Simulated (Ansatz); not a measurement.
CH5NOSSi (`NC(=S)[SiH2]O`) at its PBE0-D4/def2-TZVP geometry, where that method's forces vanish. The species carries charge 0 and has multiplicity 1.

| atom | x (Å) | y (Å) | z (Å) |
| --- | --- | --- | --- |
| N1 | 0.767 | 1.402 | -0.539 |
| C2 | 0.247 | 0.831 | 0.543 |
| S3 | 0.186 | 1.491 | 2.048 |
| Si4 | -0.502 | -0.884 | 0.416 |
| O5 | -0.307 | -1.295 | -1.178 |
| H6 | 1.172 | 2.324 | -0.481 |
| H7 | 0.758 | 0.917 | -1.423 |
| H8 | 0.229 | -1.811 | 1.312 |
| H9 | -1.935 | -0.827 | 0.793 |
| H10 | -0.614 | -2.147 | -1.491 |

For each bond, give half the difference of the two atoms' forces along it (eV/Å; positive pushes the atoms apart) under PBE-D4, r2SCAN-D4, B3LYP-D4, ωB97M-V in def2-TZVPP. (Estimate.)

Ansatz gave: 
| bond | length (Å) | PBE-D4 | r2SCAN-D4 | B3LYP-D4 | ωB97M-V |
| --- | --- | --- | --- | --- | --- |
| N1–C2 | 1.330 | 0.28 | 0.26 | 0.22 | 0.20 |
| N1–H6 | 1.010 | 0.14 | -0.03 | -0.05 | -0.08 |
| N1–H7 | 1.008 | 0.12 | -0.05 | -0.07 | -0.09 |
| C2–S3 | 1.644 | 0.27 | 0.14 | 0.16 | -0.06 |
| C2–Si4 | 1.875 | -0.23 | -0.17 | -0.07 | 0.03 |
| Si4–O5 | 1.658 | 0.32 | 0.04 | 0.14 | 0.15 |
| Si4–H8 | 1.482 | 0.03 | -0.01 | -0.11 | -0.17 |
| Si4–H9 | 1.482 | 0.04 | -0.01 | -0.11 | -0.17 |
| O5–H10 | 0.958 | 0.32 | 0.02 | -0.02 | -0.05 |

B3LYP here is the variant with VWN-RPA as its local correlation; programs differ in this.
